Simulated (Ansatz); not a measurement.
Reaction (cleavage of the Si–Si bond): `[SiH3][SiH2][SiH]1[CH2][AlH]1` + `[OH][Al]([OH])[Cl]` → `[OH][Al]([Cl])[O][SiH3]` + `[SiH3][SiH]1[CH2][AlH]1`

Program: Ansatz. Geometries: PBE0-D4/def2-TZVP. ΔE: electronic, gas phase. CCSD(T)/CBS adds triple-zeta CCSD(T) − MP2 to the extrapolated MP2 energy (def2 sets, frozen cores). This one scheme is used for every species. Functionals use def2-TZVPP. Each species was taken in one conformer, which may not be the lowest.

**Question.** Is it downhill or uphill in electronic energy at CCSD(T)/CBS, and by how much? (Best estimate.)

**Answer.** Computed: Downhill: ΔE = -97.8 kJ/mol.

**Question.** What do these levels give: B2PLYP, PBE0, HF/def2-TZVPP, MP2/def2-TZVPP, SCS-MP2/def2-TZVPP, CCSD/def2-TZVPP? (An estimate is asked.)

**Answer.** Ansatz gave: B2PLYP -104.3, PBE0 -81.6, HF/def2-TZVPP -131.7, MP2/def2-TZVPP -103.4, SCS-MP2/def2-TZVPP -110.5, CCSD/def2-TZVPP -103.8 kJ/mol.

Largest T1 diagnostic among the species: 0.014.

The D4 term adds +3.3 kJ/mol with B3LYP and +1.9 kJ/mol with PBE0; it sums over pairs of atoms, weighted by their polarisabilities, and B3LYP, whose exchange is more repulsive, gets the larger term. From PBE to PBE0 (25 % exact exchange), in def2-TZVPP and without D4, ΔE moves by −9.3 kJ/mol.

B3LYP here is the variant with VWN-RPA as its local correlation; programs differ in this.
